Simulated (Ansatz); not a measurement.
Wavefunction ladder for `[F][Cd][N]([SiH3])[SiH3]`

```
atom   x (Å)   y (Å)   z (Å)
  F1  -2.625  -2.567   1.841
 Cd2  -1.390  -1.364   0.977
  N3  -0.094  -0.129   0.081
 Si4   0.795   0.967   1.071
 Si5   0.012  -0.175  -1.638
  H6   0.589   0.592   2.500
  H7   2.251   0.909   0.763
  H8   0.353   2.380   0.903
  H9  -0.749  -1.360  -2.130
 H10   1.427  -0.291  -2.086
 H11  -0.567   1.038  -2.282
```

The species carries charge 0 and has multiplicity 1. Correlated methods include outer-core shells of Cd, which these sets cover unevenly. Cd takes the def2 core potential. All single points use the PBE0-D4/def2-TZVP geometry. It is one conformer, not always the lowest. Frozen core, restricted reference, Ansatz.

```json
{"basis": "def2-SVP", "HF (Eh)": "-901.81826", "MP2 corr.": "-0.93138", "CCSD corr.": "-0.96243", "(T)": "-0.02323", "CCSD(T) total": "-902.80392"}
{"basis": "def2-TZVPP", "HF (Eh)": "-902.26204", "MP2 corr.": "-1.43138", "CCSD corr.": "-1.43881", "(T)": "-0.04652", "CCSD(T) total": "-903.74737"}
{"basis": "def2-QZVPP", "HF (Eh)": "-902.29309", "MP2 corr.": "-1.57303", "CCSD corr.": "–", "(T)": "–", "CCSD(T) total": "–"}
```
